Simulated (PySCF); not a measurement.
C₆H₁₄O, singlet, geometry from GFN2-xTB; BLYP/STO-3G run with PySCF.

Here is a job for PySCF.
```python
from pyscf import gto, scf, dft

mol = gto.Mole()
mol.atom = '''
    C    -2.430786    0.703869   -0.803039
    C    -1.255707    0.449180    0.140069
    C    -1.611317   -0.653581    1.132328
    C    -0.003568    0.096171   -0.671054
    C     1.306359    0.165616    0.121118
    C     2.506208    0.284698   -0.821556
    O     1.414163   -1.000108    0.917188
    H    -3.326534    0.946464   -0.235836
    H    -2.633948   -0.182107   -1.400882
    H    -2.217540    1.531424   -1.476530
    H    -1.054741    1.372090    0.697216
    H    -2.444852   -0.346996    1.760895
    H    -1.894947   -1.558629    0.599719
    H    -0.759745   -0.885693    1.763578
    H     0.075535    0.789699   -1.510425
    H    -0.102345   -0.914706   -1.069157
    H     1.284198    1.052872    0.778273
    H     2.441385    1.198399   -1.405787
    H     3.436494    0.305050   -0.254556
    H     2.530908   -0.566790   -1.497904
    H     2.285699   -1.015930    1.326707
'''
mol.basis = 'sto-3g'
mol.charge = 0
mol.spin = 0
mol.verbose = 4
mol.build()

mf = dft.RKS(mol)
mf.xc = 'blyp'
mf.kernel()
```

The log (banner, timings and long lists left out):

```
PySCF version 2.14.0

[INPUT] verbose = 4
[INPUT] num. atoms = 21
[INPUT] num. electrons = 58
[INPUT] charge = 0
[INPUT] spin (= nelec alpha-beta = 2S) = 0
[INPUT] symmetry False subgroup None
[INPUT] Mole.unit = angstrom
[INPUT] Symbol           X                Y                Z      unit          X                Y                Z       unit  Magmom
[INPUT]  1 C     -2.430786000000   0.703869000000  -0.803039000000 AA   -4.593519807427   1.330119637571  -1.517523777345 Bohr   0.0
[INPUT]  2 C     -1.255707000000   0.449180000000   0.140069000000 AA   -2.372942322699   0.848827180632   0.264692048542 Bohr   0.0
[INPUT]  3 C     -1.611317000000  -0.653581000000   1.132328000000 AA   -3.044947829856  -1.235089090219   2.139789803177 Bohr   0.0
[INPUT]  4 C     -0.003568000000   0.096171000000  -0.671054000000 AA   -0.006742542812   0.181736851126  -1.268108274794 Bohr   0.0
[INPUT]  5 C      1.306359000000   0.165616000000   0.121118000000 AA    2.468660730361   0.312968881846   0.228879848755 Bohr   0.0
[INPUT]  6 C      2.506208000000   0.284698000000  -0.821556000000 AA    4.736046731194   0.538001248211  -1.552515835993 Bohr   0.0
[INPUT]  7 O      1.414163000000  -1.000108000000   0.917188000000 AA    2.672380765493  -1.889930214987   1.733234124738 Bohr   0.0
[INPUT]  8 H     -3.326534000000   0.946464000000  -0.235836000000 AA   -6.286238204054   1.788557746760  -0.445665450313 Bohr   0.0
[INPUT]  9 H     -2.633948000000  -0.182107000000  -1.400882000000 AA   -4.977440346346  -0.344132355366  -2.647283312833 Bohr   0.0
[INPUT] 10 H     -2.217540000000   1.531424000000  -1.476530000000 AA   -4.190543270268   2.893971940586  -2.790237314704 Bohr   0.0
[INPUT] 11 H     -1.054741000000   1.372090000000   0.697216000000 AA   -1.993171622350   2.592874318254   1.317547289665 Bohr   0.0
[INPUT] 12 H     -2.444852000000  -0.346996000000   1.760895000000 AA   -4.620100695095  -0.655727406320   3.327609284116 Bohr   0.0
[INPUT] 13 H     -1.894947000000  -1.558629000000   0.599719000000 AA   -3.580930850566  -2.945381939805   1.133304661698 Bohr   0.0
[INPUT] 14 H     -0.759745000000  -0.885693000000   1.763578000000 AA   -1.435709974508  -1.673717200444   3.332679419308 Bohr   0.0
[INPUT] 15 H      0.075535000000   0.789699000000  -1.510425000000 AA    0.142740462819   1.492314830843  -2.854289581696 Bohr   0.0
[INPUT] 16 H     -0.102345000000  -0.914706000000  -1.069157000000 AA   -0.193404020219  -1.728543824496  -2.020413914162 Bohr   0.0
[INPUT] 17 H      1.284198000000   1.052872000000   0.778273000000 AA    2.426782509714   1.989639724223   1.470722820144 Bohr   0.0
[INPUT] 18 H      2.441385000000   1.198399000000  -1.405787000000 AA    4.613549014621   2.264645897953  -2.656552419474 Bohr   0.0
[INPUT] 19 H      3.436494000000   0.305050000000  -0.254556000000 AA    6.494032488711   0.576460954299  -0.481041123365 Bohr   0.0
[INPUT] 20 H      2.530908000000  -0.566790000000  -1.497904000000 AA    4.782722966471  -1.071077870142  -2.830628320891 Bohr   0.0
[INPUT] 21 H      2.285699000000  -1.015930000000   1.326707000000 AA    4.319345113192  -1.919829461729   2.507112877543 Bohr   0.0

nuclear repulsion = 334.173087163096
number of shells = 35
number of NR pGTOs = 147
number of NR cGTOs = 49
basis = sto-3g
ecp = {}

******** <class 'pyscf.dft.rks.RKS'> ********
method = RKS
initial guess = minao
damping factor = 0
level_shift factor = 0
DIIS = <class 'pyscf.scf.diis.CDIIS'>
diis_start_cycle = 1
diis_space = 8
diis_damp = 0
SCF conv_tol = 1e-09
SCF conv_tol_grad = None
SCF max_cycles = 50
direct_scf = True
direct_scf_tol = 1e-13
XC library pyscf.dft.libxc version 7.1.2
    S. Lehtola, C. Steigemann, M. J. T. Oliveira, and M. A. L. Marques,  SoftwareX 7, 1–5 (2018)
XC functionals = blyp
    A. D. Becke,  Phys. Rev. A 38, 3098 (1988)
    C. Lee, W. Yang, and R. G. Parr,  Phys. Rev. B 37, 785 (1988)
    B. Miehlich, A. Savin, H. Stoll, and H. Preuss,  Chem. Phys. Lett. 157, 200 (1989)
radial grids:
    Treutler-Ahlrichs [JCP 102, 346 (1995); DOI:10.1063/1.469408] (M4) radial grids

becke partition: Becke, JCP 88, 2547 (1988); DOI:10.1063/1.454033
pruning grids: <function nwchem_prune>
grids dens level: 3
symmetrized grids: False
atomic radii adjust function: <function treutler_atomic_radii_adjust>
small_rho_cutoff = 0
Set gradient conv threshold to 3.16228e-05
Initial guess from minao.
tot grids = 236104
init E= -308.552702500103
  HOMO = -0.296817638552803  LUMO = 0.151070843131154  gap/eV = 12.18767
cycle= 1 E= -308.088736394525  delta_E= 0.464  |g|= 0.526  |ddm|= 5.38
  HOMO = 0.0928611123728642  LUMO = 0.313469305003091  gap/eV = 6.00305
cycle= 2 E= -308.027190026152  delta_E= 0.0615  |g|= 0.709  |ddm|= 1.73
  HOMO = -0.0650385951301468  LUMO = 0.276108808936164  gap/eV = 9.28309
cycle= 3 E= -308.179811278288  delta_E= -0.153  |g|= 0.0648  |ddm|= 1.03
  HOMO = -0.0651780873246174  LUMO = 0.268617212647501  gap/eV = 9.08303
cycle= 4 E= -308.181059155718  delta_E= -0.00125  |g|= 0.0188  |ddm|= 0.114
  HOMO = -0.0644238600183289  LUMO = 0.270154609030151  gap/eV = 9.10434
cycle= 5 E= -308.181166997133  delta_E= -0.000108  |g|= 0.00216  |ddm|= 0.0261
  HOMO = -0.064365309950271  LUMO = 0.270157240657617  gap/eV = 9.10282
cycle= 6 E= -308.181168680218  delta_E= -1.68e-06  |g|= 0.000611  |ddm|= 0.00405
  HOMO = -0.0644371231356139  LUMO = 0.27011279320315  gap/eV = 9.10357
cycle= 7 E= -308.181168794417  delta_E= -1.14e-07  |g|= 6.91e-05  |ddm|= 0.000883
  HOMO = -0.0644435036373843  LUMO = 0.270108841893832  gap/eV = 9.10363
cycle= 8 E= -308.181168796095  delta_E= -1.68e-09  |g|= 1.33e-05  |ddm|= 0.000119
  HOMO = -0.064442778991695  LUMO = 0.270109621925575  gap/eV = 9.10363
cycle= 9 E= -308.181168796147  delta_E= -5.2e-11  |g|= 3.82e-06  |ddm|= 2.16e-05
  HOMO = -0.0644439572552744  LUMO = 0.270109168689743  gap/eV = 9.10365
Extra cycle  E= -308.181168796148  delta_E= -7.96e-13  |g|= 4.25e-06  |ddm|= 1.12e-05
converged SCF energy = -308.181168796148
```
